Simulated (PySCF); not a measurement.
# State search for CaAl

Unrestricted PBE0; basis Ca x2c-SVPall, Al x2c-SVPall; spin-free X2C with a Gaussian nucleus; PySCF 2.14. Outer shells of the fragments: Ca 4s2; Al 3s2 3p1.

Followed along the bond (rough minima from three points):

```tsv
2Ms+1	unpaired	⟨S²⟩ at the start	R at minimum (Å)	Te (eV)
2	π ↑	1.05	3.17	0.00
4	σ ↑, π ↑↑	3.75	2.77	0.47
4	σ ↑↑, π ↑	3.75	3.05	0.64
2	σ ↓, π ↑↑	1.77	2.76	0.72
2	σ ↑, π ↑↓	1.76	2.77	0.78
```

Solutions found at the starting distance of 2.785 Å, counted from the lowest of them; the search is not exhaustive and high or unbound solutions are not listed, so other states can lie among these:

```json
{"2Ms+1": "2", "unpaired": "π ↑", "term": "²Π", "E (eV)": "0.00", "⟨S²⟩": "1.05", "⟨Lz²⟩": "1.01", "μ (D)": "-2.55"}
{"2Ms+1": "4", "unpaired": "σ ↑, π ↑↑", "term": "⁴Σ⁻", "E (eV)": "0.26", "⟨S²⟩": "3.75", "⟨Lz²⟩": "0.00", "μ (D)": "-4.95"}
{"2Ms+1": "2", "unpaired": "σ ↓, π ↑↑", "term": "mixed", "E (eV)": "0.51", "⟨S²⟩": "1.77", "⟨Lz²⟩": "0.00", "μ (D)": "-3.79"}
{"2Ms+1": "4", "unpaired": "σ ↑↑, π ↑", "term": "⁴Π", "E (eV)": "0.57", "⟨S²⟩": "3.75", "⟨Lz²⟩": "1.01", "μ (D)": "-3.33"}
{"2Ms+1": "2", "unpaired": "σ ↑, π ↑↓", "term": "mixed", "E (eV)": "0.57", "⟨S²⟩": "1.76", "⟨Lz²⟩": "2.02", "μ (D)": "-4.35"}
{"2Ms+1": "2", "unpaired": "σ ↑", "term": "²Σ⁺", "E (eV)": "0.75", "⟨S²⟩": "0.75", "⟨Lz²⟩": "0.00", "μ (D)": "-0.89"}
```

A term symbol is given only where ⟨S²⟩ and ⟨Lz²⟩ are close to those of a pure state; real π, δ and φ orbitals otherwise mix terms. A positive dipole means Ca(−)Al(+).

Problem. Compare the gap between the two lowest followed solutions at the starting distance with the gap between their minima.

Solution. At PBE0 the second solution (quartet, unpaired electrons σ ↑, π ↑↑) lies +0.26 eV from the first (doublet, unpaired electrons π ↑) at 2.785 Å and +0.47 eV at the minima; the two curves relax by different amounts, since their minima lie near 2.77 and 3.17 Å.
